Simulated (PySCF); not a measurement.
Pr⁵³⁺ (praseodymium, charge +53): Hartree-Fock from Schrödinger to Dirac-Coulomb-Breit

Occupied: 1s1/2, 2s1/2, 2p1/2. Hartree-Fock calculated with PySCF 2.14 in an uncontracted even-tempered set (16 s from 11 bohr⁻², ratio 2.7; 13 p from 13 bohr⁻², ratio 2.7), Gaussian nucleus throughout. NR is non-relativistic, sf-X2C the spin-free one-electron X2C Hamiltonian, X2C adds the bare one-electron spin-orbit term, X2C-SNSO screens it by Boettger's factors, DC is four-component Dirac-Coulomb, and the Gaunt and Breit terms are added at first order (total energies over the DC spinors, levels after relaxing the spinors in that mean field). QED terms are absent. Levels marked empty are virtual spinors of this ion.

| Hamiltonian | E (hartree) | E − E(DC) (hartree) | CPU seconds |
| --- | --- | --- | --- |
| X2C | -5302.1342 | 0.9702 | 0.26 |
| X2C-SNSO | -5301.0742 | 2.0302 | 0.26 |
| DC | -5303.1044 | 0.0000 | 11 |
| DC+Gaunt | -5298.1360 | 4.9684 | 22 |
| DC+Breit | -5298.3936 | 4.7108 | 64 |

| level (eV) | X2C | X2C-SNSO | DC | DC+Gaunt | DC+Breit |
| --- | --- | --- | --- | --- | --- |
| 1s1/2 | -47199.7 | -47201.0 | -47232.5 | -47132.6 | -47135.8 |
| 2s1/2 | -11161.7 | -11162.1 | -11166.2 | -11156.2 | -11157.1 |
| 2p1/2 | -10986.8 | -10972.6 | -10976.3 | -10955.4 | -10957.9 |
| 2p3/2 (empty) | -10174.9 | -10180.6 | -10181.2 | -10171.0 | -10173.4 |
| 3s1/2 (empty) | -4650.5 | -4650.6 | -4651.6 | -4648.8 | -4649.2 |

Weight of the small component: 1s1/2 0.0480, 2s1/2 0.0113, 2p1/2 0.0113, 2p3/2 0.0105, 3s1/2 0.00467.

Koopmans' value for the highest occupied level at DC+Breit: 10957.9 eV, against an ionisation energy of 10959 ± 5 eV (theoretical estimate listed by NIST; NIST Atomic Spectra Database, ionization energies); the former lacks relaxation, correlation, QED and recoil.

The whole ladder took 100 s of wall time on 1 thread of Neoverse-N1 (shared host), launched as `OMP_NUM_THREADS=1 python relrun2.py TASK.json OUT` (a driver that calls PySCF for each Hamiltonian).
